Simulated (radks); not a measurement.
Question: Neutral antimony, [Kr] 4d10 5s2 5p3. Calculated with a radial shooting solver on a logarithmic mesh with Libxc functionals: non-relativistic Kohn-Sham, exchange-only LDA, spin-polarised, spherical densities, point nucleus. Every spin shell is full or empty, so the densities are truly spherical. Functionals are evaluated on that one density, not self-consistently. Rank these exchange functionals by their error against the exact value of the orbitals, and give that value: LDA, RPBE, PW86, OPTX, AM05, SOGGA, G96, EV93, APBE, SCAN, TASK, MVS.

Answer: Exact: -163.596 hartree. From best to worst, with 100 (|E| - |E exact|)/|E exact| (equal figures are ties): MVS +0.07, SCAN +0.17, PW86 -0.20, RPBE -0.24, APBE +0.31, EV93 -0.32, G96 +0.35, OPTX +1.25, TASK -2.22, SOGGA -2.26, AM05 -4.49, LDA -4.81.
